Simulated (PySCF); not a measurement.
Electrostatic solvation of a mixed set.

Level: B3LYP/def2-SVPD in PySCF, non-relativistic, each on one gas-phase PBE0-D3(BJ)/def2-SVP geometry that isn't relaxed in the solvent. The solvent is an IEF-PCM continuum (Bondi radii, 1.10 Å for H, scaled by 1.2). Only the electrostatic response of the medium enters.

Task: Order them by E(solvent) − E(gas) in chloroform (ε = 4.711), most negative first (kJ/mol).
A. `[BH2:1][N:2]([BH:3][CH2:4][CH:5]=[CH2:6])[CH2:7][CH3:8]` with B1–N2–B3–C4 -3°, N2–B3–C4–C5 -87°, B3–C4–C5–C6 -93°, B1–N2–C7–C8 91°
B. `[CH3:1][NH:2][c:3]1[cH:4][cH:5][cH:6][cH:7][c:8]1[CH3:9]` with C1–N2–C3–C4 -9°
C. `[CH:1]#[C:2][C@@H:3]1[CH2:4][CH2:5][CH2:6][C@@H:7]2[O:8][C@H:9]12` with C2–C3–C4–C5 -177°, C3–C4–C5–C6 64°, C4–C5–C6–C7 -41°, C5–C6–C7–O8 78°

Result: C (-17.5), B (-13.4), A (-5.5).

```csv
SMILES,charge,ΔE (kJ/mol),polarisation term (kJ/mol),HOMO shift (eV),dipole gas (D),dipole solvent (D),atoms,"lowest singlet, gas (eV)","lowest singlet, solvent (eV)"
C#C[C@@H]1CCC[C@@H]2O[C@H]12,0,-17.5,-19.9,-0.08,2.27,2.94,19,6.53,6.60
CNc1ccccc1C,0,-13.4,-15.1,0.00,2.00,2.63,20,4.64,4.56
BN(BCC=C)CC,0,-5.5,-5.9,+0.02,1.07,1.28,21,4.79,4.79
```

The polarisation term is half the interaction of the solute with the induced surface charges. Singlets are vertical TDDFT energies (frozen core, non-equilibrium response), the lowest in each medium.
